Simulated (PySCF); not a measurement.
Harmonic spectrum computed at PBE0 in the def2-TZVP basis family (core potentials from Rb on, PySCF, no spin–orbit coupling):

| ω (cm⁻¹) | IR (km/mol) |
| --- | --- |
| 143 | 15.0 |
| 156 | 36.7 |
| 593 | 555 |
| 656 | 0.0 |

Task: Which molecule gave it? In each, all ligands are bound to the one heavy central atom.
A. SeN₂ (singlet)
B. InN₂ (quartet)
C. GaN₂ (quartet)
D. PN₂ (doublet)

Result: C. It has D∞h symmetry with Ga–N 1.807 Å (×2).
